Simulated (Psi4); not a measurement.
Br3Pb, charge -1, singlet, at a GFN2-xTB geometry (such geometries of metal compounds can be far from the true shape) (core potentials on Pb) (a gas-phase anion, which may not be bound at this level). Base run: B3LYP/def2-TZVP run with Psi4.

Here is a job for Psi4.
```
memory 2 GB

molecule {
-1 1
  Pb    0.00381371   -0.00015158    0.64375725
  Br    0.60057734   -2.35520043   -0.50687391
  Br    1.73497476    1.70048433   -0.51263926
  Br   -2.34448708    0.65507125   -0.48871810
}

set basis def2-tzvp

energy('b3lyp')
print_variables()
```

The base run was repeated with changes; each row names its change, and settings that it needs were set with it.

```
change                                            ΔE vs base (eV)  point group used  SCF cycles
------------------------------------------------  ---------------  ----------------  ----------
base                                                         0.00                cs           9
molecule keys = no_reorient                                  0.00                c1           9
molecule keys = symmetry c1                                  0.00                c1           9
molecule keys = symmetry c1, no_reorient, no_com             0.00                c1           9
jitter_ang = 0.002                                           0.00                c1           9
```

A gas-phase anion may not be bound at this level; its values then depend on the basis.
